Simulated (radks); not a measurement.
Fractional charge and spin in the 5s shell of xenon: the spin-up occupation runs from 0 to 1 and the spin-down occupation from 0 to 1; the fullest corner is Xe+, [Kr] 4d10 5p(up 2.5, down 2.5) 5s(up 1, down 1). Method: scalar-relativistic Kohn-Sham, r2SCAN, spin-polarised, spherical densities, finite nucleus; meta-GGA in the generalised Kohn-Sham scheme; Fermi nuclear charge, rms radius of each element as measured or else 0.836 A^(1/3) + 0.57 fm; computed with a radial shooting solver on a logarithmic mesh with Libxc functionals. Energy (eV) above the fullest corner. The planes named below are the two flat planes that join the four corners, with an edge along up + down = one added electron.

down \ up       0    0.25     0.5    0.75       1
0          81.496  68.803  56.786  45.442  34.768
0.25       68.803  56.889  45.641  35.056  25.129
0.5        56.786  45.641  35.152  25.315  16.126
0.75       45.442  35.056  25.315  16.216   7.751
1          34.768  25.129  16.126   7.751   0.000

Corners above the fullest one (they belong to Xe2+ and the next ion): (up 1, down 0) 34.768 eV, (up 0, down 1) 34.768 eV, (up 0, down 0) 81.496 eV. With half an added electron in each spin the energy lies 0.384 eV from the planes, and with half an added electron in spin up alone -1.346 eV. The planes are only a guide here: the flat-plane condition holds for ground states with one frontier orbital, while this shell lies below other occupied shells, so the corners above the fullest one are inner-hole states and not the ground states of those ions.
